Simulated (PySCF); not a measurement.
V(O)(F)3 anion (F3OV), SMILES [F][V](=[O])([F])[F] (connectivity only; charge and spin as stated), charge -1, multiplicity 2.

Coordinates come from a r2SCAN-D4/def2-SVPD optimisation. The spin state was assumed, not searched. The isomer is the one that the SMILES or the coordinates give; other isomers of the formula were not compared.

Computed with CAM-B3LYP/def2-SVPD (PySCF).

Computed frontier levels, dipole moment and polarisability:
```json
{
 "α spin, highest occupied and lowest empty level": "-3.51 and 3.79 eV",
 "β spin, highest occupied and lowest empty level": "-6.13 and 4.28 eV",
 "dipole_moment_about_the_centre_of_nuclear_charge": "0.182 e·Å",
 "mean_static_polarisability": "41.8 bohr³ (6.20 Å³)",
 "polarisability_principal_values": "37.1, 40.2, 48.1 bohr³",
 "⟨S²⟩": "0.759 (pure state 0.75)"
}
```
